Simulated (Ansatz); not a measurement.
`C[N]=[V]([F])([F])[F]` at its PBE0-D4/def2-TZVP geometry, where that method's forces vanish. Charge 0, multiplicity 1.

```xyz
9

C    -1.1485   -0.9990   -0.2315
N    -0.0959   -0.0828   -0.0194
V     1.0927    0.9506    0.2203
F     1.8224    0.5571    1.7418
F     0.4018    2.5395    0.2405
F     2.2136    0.7633   -1.0877
H    -0.9655   -1.5769   -1.1431
H    -1.2230   -1.6884    0.6157
H    -2.0975   -0.4634   -0.3365
```

Task: What forces (eV/Å) does B3LYP-D4/def2-TZVPP give on these atoms in Ansatz 0.2.0? (Estimate.)

Result: Ansatz gave: 
```
C1  -0.208 -0.181 -0.042
N2  -0.332 -0.289 -0.067
V3   0.202  0.175  0.041
F4   0.208 -0.097  0.414
F5  -0.176  0.439  0.007
F6   0.314 -0.041 -0.352
H7  -0.025  0.014  0.041
H8  -0.012  0.019 -0.044
H9   0.030 -0.040  0.002
```

B3LYP here is the variant with VWN-RPA as its local correlation; programs differ in this.
